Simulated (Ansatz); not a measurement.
OsO3(NH) (OsNO3H). The state is a singlet with charge 0. Geometry PBE0-D4/def2-SVP.

```xyz
6

Os    0.200   -0.169   -0.369
O     1.835    0.302   -0.392
O     0.103   -1.869   -0.358
O    -0.577    0.430   -1.760
N    -0.560    0.455    1.029
H    -1.001    0.851    1.850
```

In the def2 sets Os takes a core potential; there is no spin–orbit coupling. The restricted singlet is unstable towards broken spin symmetry in Hartree–Fock (as tested in another run); at PBE-D4/def2-SVP, r2SCAN-D4/def2-TZVPD, PBE0-D4/def2-TZVP, CAM-B3LYP-D4/def2-TZVP this wasn't settled.

Q: Estimate the orbital energies around the gap (eV) in Ansatz with PBE-D4/def2-SVP, PBE-D4/def2-TZVP, r2SCAN-D4/def2-TZVPD, PBE0-D4/def2-TZVP, CAM-B3LYP-D4/def2-TZVP.

A: 
```json
{"orbital": "HOMO−9", "PBE-D4/def2-SVP": "-12.56", "PBE-D4/def2-TZVP": "-12.53", "r2SCAN-D4/def2-TZVPD": "-13.01", "PBE0-D4/def2-TZVP": "-14.47", "CAM-B3LYP-D4/def2-TZVP": "-16.13"}
{"orbital": "HOMO−8", "PBE-D4/def2-SVP": "-12.33", "PBE-D4/def2-TZVP": "-12.38", "r2SCAN-D4/def2-TZVPD": "-12.90", "PBE0-D4/def2-TZVP": "-14.32", "CAM-B3LYP-D4/def2-TZVP": "-15.89"}
{"orbital": "HOMO−7", "PBE-D4/def2-SVP": "-12.32", "PBE-D4/def2-TZVP": "-12.37", "r2SCAN-D4/def2-TZVPD": "-12.90", "PBE0-D4/def2-TZVP": "-14.32", "CAM-B3LYP-D4/def2-TZVP": "-15.89"}
{"orbital": "HOMO−6", "PBE-D4/def2-SVP": "-10.96", "PBE-D4/def2-TZVP": "-11.05", "r2SCAN-D4/def2-TZVPD": "-11.48", "PBE0-D4/def2-TZVP": "-12.79", "CAM-B3LYP-D4/def2-TZVP": "-14.24"}
{"orbital": "HOMO−5", "PBE-D4/def2-SVP": "-9.14", "PBE-D4/def2-TZVP": "-9.29", "r2SCAN-D4/def2-TZVPD": "-9.69", "PBE0-D4/def2-TZVP": "-10.96", "CAM-B3LYP-D4/def2-TZVP": "-12.46"}
{"orbital": "HOMO−4", "PBE-D4/def2-SVP": "-8.64", "PBE-D4/def2-TZVP": "-8.80", "r2SCAN-D4/def2-TZVPD": "-9.18", "PBE0-D4/def2-TZVP": "-10.37", "CAM-B3LYP-D4/def2-TZVP": "-11.84"}
{"orbital": "HOMO−3", "PBE-D4/def2-SVP": "-8.64", "PBE-D4/def2-TZVP": "-8.80", "r2SCAN-D4/def2-TZVPD": "-9.18", "PBE0-D4/def2-TZVP": "-10.37", "CAM-B3LYP-D4/def2-TZVP": "-11.84"}
{"orbital": "HOMO−2", "PBE-D4/def2-SVP": "-8.19", "PBE-D4/def2-TZVP": "-8.26", "r2SCAN-D4/def2-TZVPD": "-8.64", "PBE0-D4/def2-TZVP": "-9.78", "CAM-B3LYP-D4/def2-TZVP": "-11.18"}
{"orbital": "HOMO−1", "PBE-D4/def2-SVP": "-7.71", "PBE-D4/def2-TZVP": "-7.78", "r2SCAN-D4/def2-TZVPD": "-8.13", "PBE0-D4/def2-TZVP": "-9.23", "CAM-B3LYP-D4/def2-TZVP": "-10.60"}
{"orbital": "HOMO", "PBE-D4/def2-SVP": "-7.70", "PBE-D4/def2-TZVP": "-7.77", "r2SCAN-D4/def2-TZVPD": "-8.13", "PBE0-D4/def2-TZVP": "-9.23", "CAM-B3LYP-D4/def2-TZVP": "-10.60"}
{"orbital": "LUMO", "PBE-D4/def2-SVP": "-3.89", "PBE-D4/def2-TZVP": "-3.99", "r2SCAN-D4/def2-TZVPD": "-4.11", "PBE0-D4/def2-TZVP": "-3.44", "CAM-B3LYP-D4/def2-TZVP": "-2.46"}
{"orbital": "LUMO+1", "PBE-D4/def2-SVP": "-3.89", "PBE-D4/def2-TZVP": "-3.99", "r2SCAN-D4/def2-TZVPD": "-4.11", "PBE0-D4/def2-TZVP": "-3.44", "CAM-B3LYP-D4/def2-TZVP": "-2.46"}
{"orbital": "LUMO+2", "PBE-D4/def2-SVP": "-2.69", "PBE-D4/def2-TZVP": "-2.82", "r2SCAN-D4/def2-TZVPD": "-2.77", "PBE0-D4/def2-TZVP": "-2.10", "CAM-B3LYP-D4/def2-TZVP": "-1.11"}
{"orbital": "LUMO+3", "PBE-D4/def2-SVP": "-1.76", "PBE-D4/def2-TZVP": "-1.93", "r2SCAN-D4/def2-TZVPD": "-1.87", "PBE0-D4/def2-TZVP": "-1.16", "CAM-B3LYP-D4/def2-TZVP": "-0.16"}
{"orbital": "LUMO+4", "PBE-D4/def2-SVP": "-1.76", "PBE-D4/def2-TZVP": "-1.92", "r2SCAN-D4/def2-TZVPD": "-1.86", "PBE0-D4/def2-TZVP": "-1.15", "CAM-B3LYP-D4/def2-TZVP": "-0.16"}
{"orbital": "LUMO+5", "PBE-D4/def2-SVP": "-0.38", "PBE-D4/def2-TZVP": "-0.58", "r2SCAN-D4/def2-TZVPD": "-0.24", "PBE0-D4/def2-TZVP": "0.13", "CAM-B3LYP-D4/def2-TZVP": "0.80"}
```
